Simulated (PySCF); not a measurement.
Nuclear quadrupole coupling in `CC#CC#CC(C)=S`

C₇H₆S.
Structure used (GFN2-xTB), in Å, numbered top down from 1:
```
atom  x, y, z in Å
C1     4.0067   -0.1806   -0.2828
C2     2.5834   -0.1834   -0.0791
C3     1.3857   -0.1811    0.0954
C4     0.0524   -0.1877    0.2944
C5    -1.1575   -0.1716    0.4408
C6    -2.5197   -0.2134    0.7033
C7    -3.4348    0.5370   -0.2073
S8    -3.0750   -1.0708    1.9922
H9     4.4961   -0.8002    0.4692
H10    4.2425   -0.5717   -1.2730
H11    4.3897    0.8377   -0.2080
H12   -4.4650    0.4198    0.1183
H13   -3.3324    0.1697   -1.2291
H14   -3.1728    1.5956   -0.2097
```

Field gradients from the PBE0/pcSseg-1 density (PySCF, non-relativistic), principal values in atomic units, ordered |Vxx| ≤ |Vyy| ≤ |Vzz|:

```
atom     Vxx     Vyy      Vzz
  S8  1.3657  1.6860  -3.0516
```

**Question.** Find the asymmetry η = (Vxx − Vyy)/Vzz and the couplings χ = eQV/h (234.96 MHz × Q in barn × V in au), with Q(33S) = −0.0678 b.

**Answer.** 
```json
{"atom": "S8", "environment": "thiocarbonyl sulfur", "nucleus": "33S", "η": "0.10", "χzz (MHz)": "48.61", "χxx (MHz)": "-21.76", "χyy (MHz)": "-26.86"}
```

**Question.** What is Vzz at S8 in SI units (1 au = 9.71736 × 10²¹ V/m²)?

**Answer.** -3.0516 au = -29.654 × 10²¹ V/m².

**Question.** And the gradient at the other heavy atoms, for which no coupling is worked out here?

**Answer.** 
```csv
atom,environment,Vzz (au),η
C1,propargylic carbon,0.140,0.06
C2,alkyne carbon,-0.316,0.45
C3,alkyne carbon,-0.171,0.07
C4,alkyne carbon,0.245,0.93
C5,alkyne carbon,-0.279,0.26
C6,thiocarbonyl carbon,0.439,0.23
C7,methyl carbon,0.116,0.63
```

**Question.** What couplings would deuterons (Q(2H) = 0.00286 b) have in place of the hydrogens, at this geometry?

**Answer.** 
```
atom  bonded to  bond length (Å)  Vzz (au)     η  χzz (kHz)
  H9         C1            1.090    0.3057  0.03        205
 H10         C1            1.090    0.3061  0.03        206
 H11         C1            1.091    0.3060  0.03        206
 H12         C7            1.087    0.3095  0.03        208
 H13         C7            1.091    0.3076  0.04        207
 H14         C7            1.091    0.3078  0.04        207
```

Geometry: GFN2-xTB; no solvent, vibrations or thermal averaging. GFN2-xTB bond lengths can be off by several hundredths of an ångström, more for odd bonds, and the gradients follow them. These gradients aren't converged with respect to the basis.
